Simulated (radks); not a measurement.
Problem. Neutral holmium: order these configurations by energy. Method: scalar-relativistic Kohn-Sham, PBEsol, spin-polarised, spherical densities, finite nucleus; Fermi nuclear charge, rms radius of each element as measured or else 0.836 A^(1/3) + 0.57 fm; computed with a radial shooting solver on a logarithmic mesh with Libxc functionals. Open shells are filled with parallel spins first. [Xe] 4f10 5d1 6s2; [Xe] 4f10 6s2 6p1; [Xe] 4f11 5d1 6s1; [Xe] 4f11 6s1 6p1; [Xe] 4f11 6s2.

Solution. From the lowest, in eV above it: [Xe] 4f11 6s2 0.000; [Xe] 4f11 5d1 6s1 2.149; [Xe] 4f11 6s1 6p1 2.158; [Xe] 4f10 5d1 6s2 2.847; [Xe] 4f10 6s2 6p1 4.458.
